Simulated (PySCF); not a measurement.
C₉H₈O₂S, SMILES COc1ccsc1-c1ccco1, GFN2-xTB optimised geometry.

```
20

C      0.90    -2.85     0.00
O      0.28    -1.58     0.00
C      1.10    -0.50     0.00
C      2.52    -0.50     0.00
C      3.04     0.76     0.00
S      1.83     1.98     0.00
C      0.57     0.78     0.00
C     -0.81     1.17     0.00
C     -1.96     0.42     0.00
C     -3.02     1.35     0.00
C     -2.45     2.59     0.00
O     -1.11     2.49     0.00
H      1.51    -2.99     0.89
H      1.51    -3.00    -0.89
H      0.08    -3.57     0.00
H      3.12    -1.38     0.00
H      4.07     1.04     0.00
H     -2.02    -0.64    -0.01
H     -4.07     1.13     0.00
H     -2.87     3.57     0.00
```

Density from PBE/def2-SVP run with PySCF at that geometry.

Minimum of the electron density along straight lines between bonded atoms, close to the bond critical point (lines longer than 1.1 times the sum of covalent radii, or with two minima, are not listed):

```json
[
 {"bond": "C1–O2", "length / Å": "1.408", "ρ at the minimum / e bohr⁻³": "0.255", "∇²ρ there / e bohr⁻⁵": "-0.38", "position (fraction from the first atom)": "0.35"},
 {"bond": "O2–C3", "length / Å": "1.361", "ρ at the minimum / e bohr⁻³": "0.284", "∇²ρ there / e bohr⁻⁵": "-0.31", "position (fraction from the first atom)": "0.66"},
 {"bond": "C3–C4", "length / Å": "1.416", "ρ at the minimum / e bohr⁻³": "0.292", "∇²ρ there / e bohr⁻⁵": "-0.68", "position (fraction from the first atom)": "0.51"},
 {"bond": "C4–C5", "length / Å": "1.359", "ρ at the minimum / e bohr⁻³": "0.319", "∇²ρ there / e bohr⁻⁵": "-0.78", "position (fraction from the first atom)": "0.49"},
 {"bond": "C5–S6", "length / Å": "1.715", "ρ at the minimum / e bohr⁻³": "0.216", "∇²ρ there / e bohr⁻⁵": "-0.46", "position (fraction from the first atom)": "0.47"},
 {"bond": "C3–C7", "length / Å": "1.382", "ρ at the minimum / e bohr⁻³": "0.310", "∇²ρ there / e bohr⁻⁵": "-0.74", "position (fraction from the first atom)": "0.50"},
 {"bond": "S6–C7", "length / Å": "1.735", "ρ at the minimum / e bohr⁻³": "0.207", "∇²ρ there / e bohr⁻⁵": "-0.42", "position (fraction from the first atom)": "0.53"},
 {"bond": "C7–C8", "length / Å": "1.431", "ρ at the minimum / e bohr⁻³": "0.283", "∇²ρ there / e bohr⁻⁵": "-0.67", "position (fraction from the first atom)": "0.50"},
 {"bond": "C8–C9", "length / Å": "1.374", "ρ at the minimum / e bohr⁻³": "0.315", "∇²ρ there / e bohr⁻⁵": "-0.76", "position (fraction from the first atom)": "0.52"},
 {"bond": "C9–C10", "length / Å": "1.412", "ρ at the minimum / e bohr⁻³": "0.290", "∇²ρ there / e bohr⁻⁵": "-0.66", "position (fraction from the first atom)": "0.50"},
 {"bond": "C10–C11", "length / Å": "1.361", "ρ at the minimum / e bohr⁻³": "0.323", "∇²ρ there / e bohr⁻⁵": "-0.80", "position (fraction from the first atom)": "0.48"},
 {"bond": "C8–O12", "length / Å": "1.353", "ρ at the minimum / e bohr⁻³": "0.286", "∇²ρ there / e bohr⁻⁵": "-0.09", "position (fraction from the first atom)": "0.33"},
 {"bond": "C11–O12", "length / Å": "1.344", "ρ at the minimum / e bohr⁻³": "0.288", "∇²ρ there / e bohr⁻⁵": "0.04", "position (fraction from the first atom)": "0.33"},
 {"bond": "C1–H13", "length / Å": "1.095", "ρ at the minimum / e bohr⁻³": "0.278", "∇²ρ there / e bohr⁻⁵": "-1.03", "position (fraction from the first atom)": "0.64"},
 {"bond": "C1–H14", "length / Å": "1.095", "ρ at the minimum / e bohr⁻³": "0.278", "∇²ρ there / e bohr⁻⁵": "-1.03", "position (fraction from the first atom)": "0.64"},
 {"bond": "C1–H15", "length / Å": "1.089", "ρ at the minimum / e bohr⁻³": "0.282", "∇²ρ there / e bohr⁻⁵": "-1.08", "position (fraction from the first atom)": "0.64"},
 {"bond": "C4–H16", "length / Å": "1.075", "ρ at the minimum / e bohr⁻³": "0.281", "∇²ρ there / e bohr⁻⁵": "-1.05", "position (fraction from the first atom)": "0.63"},
 {"bond": "C5–H17", "length / Å": "1.071", "ρ at the minimum / e bohr⁻³": "0.283", "∇²ρ there / e bohr⁻⁵": "-1.09", "position (fraction from the first atom)": "0.64"},
 {"bond": "C9–H18", "length / Å": "1.069", "ρ at the minimum / e bohr⁻³": "0.285", "∇²ρ there / e bohr⁻⁵": "-1.10", "position (fraction from the first atom)": "0.64"},
 {"bond": "C10–H19", "length / Å": "1.071", "ρ at the minimum / e bohr⁻³": "0.283", "∇²ρ there / e bohr⁻⁵": "-1.08", "position (fraction from the first atom)": "0.63"},
 {"bond": "C11–H20", "length / Å": "1.072", "ρ at the minimum / e bohr⁻³": "0.288", "∇²ρ there / e bohr⁻⁵": "-1.13", "position (fraction from the first atom)": "0.64"}
]
```
